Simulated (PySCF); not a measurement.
A structure optimised at PBE-D3(BJ)/def2-SVP, used in a PySCF frequency run:

```
Mo
O 1 1.6559
Cl 1 2.1988 2 107.59
Cl 1 2.1988 2 107.59 3 -120.00
Cl 1 2.1988 2 107.59 3 120.00
```
Charge +1, spin multiplicity 1.

### Question
Write its SMILES, formula and point group.

### Answer
[O]=[Mo+]([Cl])([Cl])[Cl], Cl3MoO, C3v

### Question
What are its rotational constants (standard atomic weights)?

### Answer
1.6019, 1.6019, 1.0817 GHz
